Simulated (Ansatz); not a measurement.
`C[N](C)[Ge]([F])([F])[F]` + `CB[SiH3]` → `[F][Ge]([F])([F])[SiH3]` + `CBN(C)C` at 600 K and 1 bar (redistribution).

Program: Ansatz. Geometries: PBE0-D4/def2-TZVP. ΔE: electronic, gas phase. CBS: MP2 limit from def2 TZ/QZ plus the TZ coupled-cluster correction, frozen cores. For Ge outer-core shells are correlated without core-valence functions, which leaves a few kJ/mol of doubt a bond. Scalar relativity is left out up to krypton. One conformer a species, not always the lowest.

```csv
species,CCSD(T)/CBS energy (Eh),H − E (kJ/mol),S (J/(mol·K))
`C[N](C)[Ge]([F])([F])[F]`,-2510.03269,314.7,522.2
`CB[SiH3]`,-356.10570,243.9,396.6
`[F][Ge]([F])([F])[SiH3]`,-2666.49147,147.0,451.5
`CBN(C)C`,-199.71235,416.6,440.0
```

H − E and S are ideal-gas, rigid-rotor, harmonic terms from PBE0-D4/def2-TZVP, for one conformer and one mirror image of each species. 1 Eh = 2625.50 kJ/mol, R = 8.31446 J/(mol·K).

**Question.** By hand: ΔE, ΔH, ΔS and ΔG.

**Answer.** ΔE = (-2666.49147) + (-199.71235) − (-2510.03269) − (-356.10570) = -0.06543 Eh = -171.8 kJ/mol. Δ(H − E) = 147.0 + 416.6 − 314.7 − 243.9 = 5.0, so ΔH = -166.8 kJ/mol. ΔS = 451.5 + 440.0 − 522.2 − 396.6 = -27.3 J/(mol·K). ΔG = -166.8 − 600 × (-27.3)/1000 = -150.4 kJ/mol.

**Question.** By hand: the equilibrium constant, and the temperature at which ΔG would vanish if ΔH and ΔS stayed fixed.

**Answer.** log₁₀ K = −ΔG/(RT ln 10) = 13.1. ΔG = 0 at ΔH/ΔS = 6110 K, far beyond where these terms or the molecules hold.

ΔH outweighs TΔS. A doubt of 5 kJ/mol in ΔE shifts log₁₀ K by 0.4 here. Other conformers and mirror images would add mixing entropy, several J/(mol·K) or more a flexible species. Modes under 60 cm⁻¹, often nearly free rotors, make the harmonic entropy too high. These are equilibria of isolated gas molecules and say nothing of rates. Largest T1 diagnostic: 0.013 (customary marks: 0.02 for closed shells, 0.045 for open ones).
